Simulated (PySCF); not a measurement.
Computed shifts of a molecule C3H9NSi2, PBE/pcSseg-1 (PySCF), GIAO, gas phase, atoms alike by connectivity averaged where their shifts nearly agree, in ppm (number of nuclei): ¹³C: 99.8 (1), 91.7 (1), 2.2 (1). ²⁹Si: -37.6 (1), -59.1 (1). ¹⁵N: 18.1 (1). ¹H: 5.18 (1), 5.07 (3), 2.53 (1), 0.72 (3), 0.17 (1). References: ¹³C against TMS (σ = 182.0 ppm); ²⁹Si against TMS (σ = 335.4 ppm); ¹⁵N against NH3 (σ = 267.0 ppm); ¹H against TMS (σ = 31.49 ppm), references at their B3LYP-D3(BJ)/def2-TZVP geometries, non-relativistic. Coordinates come from a B3LYP-D3(BJ)/def2-SVP optimisation. Other conformers were not sampled.

**Question.** Pick the molecule that these values belong to.
(A) C=C[C@H]1N[SiH2][SiH2]1
(B) [SiH3]C1=NC[C@H]1[SiH3]
(C) C#C[Si@@H](C)N[SiH3]
(D) N[Si@@H]1C=C([SiH3])C1

**Answer.** C, C#C[Si@@H](C)N[SiH3]
